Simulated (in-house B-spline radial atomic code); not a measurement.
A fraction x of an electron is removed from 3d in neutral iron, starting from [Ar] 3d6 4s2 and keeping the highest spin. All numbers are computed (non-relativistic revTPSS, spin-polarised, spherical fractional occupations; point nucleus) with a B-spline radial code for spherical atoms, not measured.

```json
{"x": "0", "E(x) - E(0) (eV)": "0.0000", "3d down level (eV)": "-5.131"}
{"x": "0.09", "E(x) - E(0) (eV)": "0.5068", "3d down level (eV)": "-6.136"}
{"x": "0.24", "E(x) - E(0) (eV)": "1.5570", "3d down level (eV)": "-7.882"}
{"x": "0.34", "E(x) - E(0) (eV)": "2.4055", "3d down level (eV)": "-9.094"}
{"x": "0.43", "E(x) - E(0) (eV)": "3.2743", "3d down level (eV)": "-10.215"}
{"x": "0.5", "E(x) - E(0) (eV)": "?", "3d down level (eV)": "?"}
{"x": "0.62", "E(x) - E(0) (eV)": "?", "3d down level (eV)": "?"}
{"x": "0.69", "E(x) - E(0) (eV)": "6.3664", "3d down level (eV)": "-13.607"}
{"x": "0.81", "E(x) - E(0) (eV)": "8.0971", "3d down level (eV)": "-15.244"}
{"x": "0.9", "E(x) - E(0) (eV)": "9.5254", "3d down level (eV)": "-16.500"}
{"x": "1", "E(x) - E(0) (eV)": "11.2462", "3d down level (eV)": "-"}
```

What belongs in the row x = 0.5?

An energy change of 4.0204 eV; 3d down at -11.107 eV.

What belongs in the row x = 0.62?

An energy change of 5.4467 eV; 3d down at -12.672 eV.

Check Janak's theorem between x = 0.09 and 0.24.

The slope of the energy is 7.00 eV; the orbital levels give 7.01 eV (-ε of the emptying orbital, averaged over the two points).
